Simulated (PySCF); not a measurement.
A side-by-side comparison of computed properties.

First species: C5H4O2.
SMILES: `O=Cc1ccoc1`

Second species: C7H7FO.
InChI=1S/C7H7FO/c1-9-7-4-2-6(8)3-5-7/h2-5H,1H3

Levels: PBE0/def2-SVPD for dipole moment, HOMO energy, LUMO energy, HOMO–LUMO gap, static isotropic polarisability and electronic spatial extent ⟨r²⟩ about the centre of nuclear charge; TDDFT PBE0/def2-SVPD for lowest singlet excitation; TDA PBE0/def2-SVPD for lowest triplet excitation (Tamm–Dancoff); ΔSCF PBE0/def2-SVPD for vertical ionisation energy; PBE0-D3(BJ)/def2-SVP for rotational constant A and rotational constant C. Geometries: PBE0-D3(BJ)/def2-SVP. All species are isolated and taken at one optimised geometry, non-relativistic unless stated. Electronic properties by PySCF.

The conformers computed, where there is a choice (atom-mapped SMILES and torsion angles):
- `[O:1]=[CH:2][c:3]1[cH:4][cH:5][o:6][cH:7]1`: O1–C2–C3–C4 180°
- `[CH3:1][O:2][c:3]1[cH:4][cH:5][c:6]([F:7])[cH:8][cH:9]1`: C1–O2–C3–C4 180°

Values for the first species:

| Quantity | Value |
| --- | --- |
| Dipole moment | 3.23 D |
| HOMO energy | -7.32 eV |
| LUMO energy | -1.70 eV |
| HOMO–LUMO gap | 5.62 eV |
| Lowest singlet excitation | 3.87 eV |
| Lowest triplet excitation (Tamm–Dancoff) | 3.31 eV |
| Static isotropic polarisability | 62.7 au |
| Vertical ionisation energy | 9.34 eV |
| Electronic spatial extent ⟨r²⟩ about the centre of nuclear charge | 698 bohr² |
| Rotational constant A | 8.217 GHz |
| Rotational constant C | 1.606 GHz |

Question: Estimate the same properties for the second species, and the change in each.

Answer: 
```tsv
property	first	second	second less first
dipole moment	3.23 D	2.37 D	-0.86 D
HOMO energy	-7.32 eV	-6.45 eV	+0.87 eV
LUMO energy	-1.70 eV	-0.57 eV	+1.13 eV
HOMO–LUMO gap	5.62 eV	5.88 eV	+0.26 eV
lowest singlet excitation	3.87 eV	4.92 eV	+1.05 eV
lowest triplet excitation (Tamm–Dancoff)	3.31 eV	3.86 eV	+0.55 eV
static isotropic polarisability	62.7 au	86.2 au	+23.5 au
vertical ionisation energy	9.34 eV	8.29 eV	-1.05 eV
electronic spatial extent ⟨r²⟩ about the centre of nuclear charge	698 bohr²	1322 bohr²	+624 bohr²
rotational constant A	8.217 GHz	4.922 GHz	-3.295 GHz
rotational constant C	1.606 GHz	0.817 GHz	-0.789 GHz
```

On the first: The ΔSCF ionisation energy exceeds −ε(HOMO) by 2.02 eV with PBE0. The 10 singlets span 3.87 to 7.72 eV, and their oscillator strengths add up to 0.64.

On the second: In wavenumbers S1 is 39700 cm⁻¹ (1 eV = 8065.54 cm⁻¹). The vertical singlet–triplet gap S1 − T1 is 1.06 eV (TDDFT singlet less Tamm–Dancoff triplet; S1: HOMO→LUMO, weight 0.88; T1: HOMO→LUMO, weight 0.79).
